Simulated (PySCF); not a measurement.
F₅OSi₂, SMILES [Si](F)(F)O[Si](F)(F)F, multiplicity 2.

The structure is a stationary point at PBE0-D3(BJ)/def2-SVP. The isomer is the one that the SMILES or the coordinates give; other isomers of the formula were not compared. The values are those of a single conformer.

All values below come from PySCF with PBE/def2-TZVP.

Isolated molecule, no solvent.

```json
{
  "total_energy": "-1153.26215 hartree",
  "α spin, highest occupied and lowest empty level": "-6.55 and -0.84 eV",
  "β spin, highest occupied and lowest empty level": "-9.59 and -4.49 eV",
  "dipole_moment": "1.08 D",
  "quadrupole, principal values (traceless, Buckingham form, about the centre of nuclear charge)": "-3.68, -1.38, 5.05 D·Å",
  "mean_static_polarisability": "48.3 bohr³ (7.16 Å³)",
  "polarisability_principal_values": "41.4, 45.3, 58.1 bohr³",
  "⟨S²⟩": "0.751 (pure state 0.75)"
}
```
